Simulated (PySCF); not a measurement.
# BH4O3(+)

The system: BH4O3(+), a small molecule (built as: end group OH2+); charge +1, singlet. The structure, one conformer, was relaxed in the gas phase by PBE0-D3(BJ)/def2-SVP. No frequency run checks that it is a minimum.

SMILES: OB(O)[OH2+]

```tsv
atom	x (Å)	y (Å)	z (Å)
O1	-0.364	1.364	0.285
B2	-0.208	0.106	-0.079
O3	-0.771	-0.798	-0.855
O4	0.979	-0.478	0.604
H5	-1.085	1.900	-0.066
H6	-1.563	-0.596	-1.367
H7	1.549	0.047	1.193
H8	1.259	-1.398	0.455
```

Shieldings: GIAO PBE0/pcSseg-2. Shifts are against computed references at the same level: H TMS (σ 31.24 ppm). Core levels by delta-SCF with SCAN, pcX-2 on the ionised atom and pcseg-1 elsewhere, spin-free X2C; from the vacuum level, for chosen atoms.

**Question.** Give the shieldings and core levels atom by atom.

**Answer.** 
```tsv
atoms	bonded to	σ (ppm)	δ (ppm)	core level (eV)
O1 O3	1 B + 1 H	244.6	-	1s 545.59
B2	3 O	86.0	-	1s 205.77
O4	1 B + 2 H	268.8	-	1s 549.16
H5 H6	1 O	25.98	5.26	-
H7 H8	1 O	24.42	6.83	-
```

Values are those of this one static structure; atoms that internal rotation interchanges would show their mean in an NMR spectrum.

**Question.** Which of O1, O4 holds its core electrons tightest, and by how much against the loosest?

**Answer.** O4 (bonded to 1 B + 2 H), by 3.58 eV over O1 (bonded to 1 B + 1 H).

**Question.** By CAM-B3LYP/def2-SVPD (TDDFT singlets, Tamm-Dancoff triplets, ionisation by delta-SCF), where does absorption start, and what does vertical ionisation take?

**Answer.** The first singlet with intensity lies at 9.60 eV (f 0.013); what lies below it is dark. The lowest singlet lies at 8.96 eV (f 0.000), the strongest of the first 6 at 10.47 eV (f 0.099), the lowest triplet at 8.71 eV; vertical ionisation takes 18.50 eV.

The 3 runs behind this took 75 s in all, one thread each of Arm Neoverse N1 on a shared host, launched as `OMP_NUM_THREADS=1 python cluster_run.py task.json out`.
